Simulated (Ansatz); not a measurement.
Compare A (`C=[C](F)[GeH3]`) with its isomer B (`[F][GeH]1[CH2][CH2]1`).

Isolated molecules relaxed with PBE0-D4/def2-TZVP in Ansatz; ΔE leaves out vibrations. CCSD(T)/CBS is the MP2 limit (def2-TZVPP, def2-QZVPP) plus CCSD(T) − MP2 in def2-TZVPP, frozen cores. DFT in def2-TZVPP. B3LYP here is the variant with VWN-RPA as its local correlation; programs differ in this. For Ge outer-core shells are correlated without core-valence functions, which leaves a few kJ/mol of doubt a bond. Scalar relativity is left out up to krypton.

A:

Z-matrix (Å, degrees):
```
Ge
C 1 1.954
H 1 1.535 2 109.3
H 1 1.534 2 107.6 3 120.1
H 1 1.535 2 109.3 3 -119.8
F 2 1.351 1 113.8 3 59.9
C 2 1.322 1 126.8 3 -120.1
H 7 1.084 2 121.4 1 180.0
H 7 1.081 2 119.8 1 0.0
```

B:

Z-matrix (Å, degrees):
```
Ge
C 1 1.917
C 1 1.917 2 47.9
F 1 1.739 2 115.4 3 -102.2
H 1 1.519 2 128.5 3 110.7
H 2 1.085 1 119.7 3 -108.3
H 2 1.085 1 117.7 3 108.0
H 3 1.085 1 117.7 2 -108.0
H 3 1.085 1 119.7 2 108.3
```

Task: Which isomer does CCSD(T)/CBS put lower? Give the gap. (An estimate is asked.)

Result: Ansatz gave: B, by 79.2 kJ/mol.

Task: Give E(B) − E(A) in kJ/mol with PBE-D4, r2SCAN-D4, CCSD(T)/def2-TZVPP, B3LYP-D4, CCSD/def2-TZVPP, HF/def2-TZVPP, B2PLYP. (Best estimate.)

Result: Ansatz gave: PBE-D4 -70.9, r2SCAN-D4 -74.0, CCSD(T)/def2-TZVPP -72.9, B3LYP-D4 -58.7, CCSD/def2-TZVPP -72.1, HF/def2-TZVPP -48.3, B2PLYP -69.9. None reverses the order clearly.

Largest T1 diagnostic: 0.012.

In def2-TZVPP, CCSD(T) changes the Hartree–Fock value by −24.6 kJ/mol (the triples alone add −0.8 kJ/mol) and MP2 by −43.8 kJ/mol. From PBE to PBE0 (25 % exact exchange), in def2-TZVPP and without D4, E(B) − E(A) moves by −6.1 kJ/mol.
